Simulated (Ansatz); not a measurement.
`N[SiH2][SiH2][SeH]` + `N=C(F)S` → `N=C(F)S[SiH2]N` + `[SiH3][SeH]`  (cleavage of the Si–Si bond)

Computed with Ansatz on PBE0-D4/def2-TZVP structures; ΔE is electronic, products minus reactants. CBS: MP2 limit from def2 TZ/QZ plus the TZ coupled-cluster correction, frozen cores. Functionals use def2-TZVPP. B3LYP here is the variant with VWN-RPA as its local correlation; programs differ in this. For Se outer-core shells are correlated without core-valence functions, which leaves a few kJ/mol of doubt a bond. Scalar relativity is left out up to krypton. One conformer a species, not always the lowest.

```
             level  ΔE (kJ/mol)  difference from CCSD(T)/CBS
            PBE-D4        -54.0                         12.4
          B3LYP-D4        -63.5                          2.9
           ωB97X-V        -66.4                          0.0
              PBE0        -59.2                          7.2
     HF/def2-TZVPP        -75.8                         -9.4
    MP2/def2-TZVPP        -73.4                         -7.0
SCS-MP2/def2-TZVPP        -73.6                         -7.2
   CCSD/def2-TZVPP        -66.3                          0.1
     HF/def2-QZVPP        -76.0                         -9.6
    CCSD/CBS(def2)        -66.8                         -0.4
       CCSD(T)/CBS        -66.4                            0
```

Largest T1 diagnostic among the species: 0.014.

From PBE to PBE0 (25 % exact exchange), in def2-TZVPP and without D4, ΔE moves by −3.5 kJ/mol.
